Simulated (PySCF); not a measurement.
# Structure revision by computed shifts

A compound C₆H₁₃P gives the data below (simulated from a calculation) and was assigned the structure `PC1CCCCC1`.

¹³C{¹H} NMR (computed): δ 37.8 (CH), 32.6 (CH3), 29.8 (CH2), 26.1 (CH2), 16.0 (CH3), -8.8 (CH2).

¹H NMR (500 MHz, computed): δ 2.45 (m, 1H), 2.33 (m, 1H), 2.16 (m, 1H), 1.87 (m, 1H), 1.84 (m, 1H), 1.45 (m, 3H), 1.33 (m, 3H), -0.38 (m, 2H).

One computed conformer, non-relativistic Hamiltonian, no solvent model, equivalent nuclei averaged. PBE0/pcSseg-1 with gauge-including orbitals; geometry from GFN2-xTB; PySCF.

Referencing at the same level of theory: ¹H (σref 31.72), ¹³C (σref 186.93) against TMS.

Q: Compare with the shifts computed for the proposed structure, pairing carbons in order of shift.

A: Atoms are numbered as in `[PH2:1][CH:2]1[CH2:3][CH2:4][CH2:5][CH2:6][CH2:7]1`. Hydrogens are named by the atom that carries them.

```
atom  computed for proposal  given list  difference
  C3                   36.7        37.8        -1.1
  C7                   36.7        32.6        +4.1
  C2                   31.7        29.8        +1.9
  C4                   30.9        26.1        +4.8
  C6                   30.9        16.0       +14.9
  C5                   30.0        -8.8       +38.8
```

The rms difference is 17.2 ppm and the largest +38.8 ppm at C5 (sp3 CH2 in a ring). The proposal also would give 4 carbon signals, not 6. The carbon types in order of shift don't match either: CH2, CH2, CH, CH2, CH2, CH2 for the proposal against CH, CH3, CH2, CH2, CH3, CH2 in the data. The proposal doesn't fit.

Q: Which isomer fits?

A: SMILES C=[P@@]1(C)CC[C@H]1C.

δC 29.8: sp3 CH2 in a ring; aliphatic region, no heteroatom directly attached. δC 16.0: methyl carbon; saturated and bonded to C and H only. δH 1.87, 1.84: hydrogen on an sp3 CH2 bonded to P. δH -0.38: hydrogen on a carbon double-bonded to a heavier main-group atom.

The data come from this structure; uniqueness wasn't tested.

Splittings by ³¹P in the carbon and heteronuclear signals aren't shown, as no couplings were computed. Shifts are as computed. Against solution values, carbons near 30 ppm lie about +3 ppm off and those near 130 ppm about +5 ppm. Of 1211 compounds with measured shifts, 218 miss one by over three times the rms of a fit or turn the order of signals round; such compounds aren't used in these exercises. No couplings were computed; multiplicities are counted from neighbouring protons, with m where these are inequivalent, close in shift, in a saturated or five-membered ring or joined by F or P, and br s for small geminal =CH2 splittings.
